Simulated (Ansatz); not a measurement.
C₂H₈N₂Si, SMILES `C/N=C/N[SiH3]` at its PBE0-D4/def2-TZVP geometry, where that method's forces vanish. The species carries charge 0 and has multiplicity 1.

```xyz
13

C    -0.9003   -1.3287    1.5907
N    -0.4809   -0.5095    0.4902
C     0.6620    0.0293    0.5329
N     1.0863    0.8140   -0.5014
Si    0.0331    1.0592   -1.8735
H    -0.1478   -1.4037    2.3903
H    -1.8218   -0.9295    2.0249
H    -1.1279   -2.3397    1.2397
H     1.3625   -0.0923    1.3708
H     2.0007    1.2231   -0.4277
H    -1.2252    1.7414   -1.4908
H     0.8236    1.9468   -2.7689
H    -0.2643   -0.2103   -2.5772
```

(1) What forces (eV/Å) does r2SCAN-D4/def2-TZVPP give on these atoms in Ansatz? (Estimate.)

Answers

(1) Ansatz gave: 
```
C1  -0.063 -0.111  0.143
N2  -0.300 -0.057 -0.163
C3   0.262  0.033  0.172
N4   0.048  0.099 -0.136
Si5 -0.034  0.031 -0.085
H6   0.001 -0.004  0.009
H7   0.005 -0.011 -0.004
H8  -0.004  0.009  0.007
H9   0.040  0.008  0.022
H10  0.040  0.011  0.015
H11  0.024 -0.018 -0.012
H12 -0.021 -0.021  0.019
H13  0.001  0.029  0.014
```
